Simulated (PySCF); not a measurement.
C6H7, SMILES [C]1=CC=CCC1, multiplicity 2.

Geometry optimised at PBE-D3(BJ)/def2-SVP. The isomer is the one that the SMILES or the coordinates give; other isomers of the formula were not compared. Other conformers were not sampled.

These are PBE0/def2-TZVP in PySCF values and carry that method's errors.

Isolated molecule, no solvent.

```json
{
  "total_energy": "-232.52921 hartree",
  "α spin, highest occupied and lowest empty level": "-6.27 and -0.87 eV",
  "β spin, highest occupied and lowest empty level": "-6.10 and -1.80 eV",
  "dipole_moment": "1.09 D",
  "quadrupole, principal values (traceless, Buckingham form, about the centre of nuclear charge)": "-3.89, -1.70, 5.59 D·Å",
  "mean_static_polarisability": "67.4 bohr³ (9.99 Å³)",
  "polarisability_principal_values": "48.5, 74.2, 79.5 bohr³",
  "⟨S²⟩": "0.780 (pure state 0.75)"
}
```
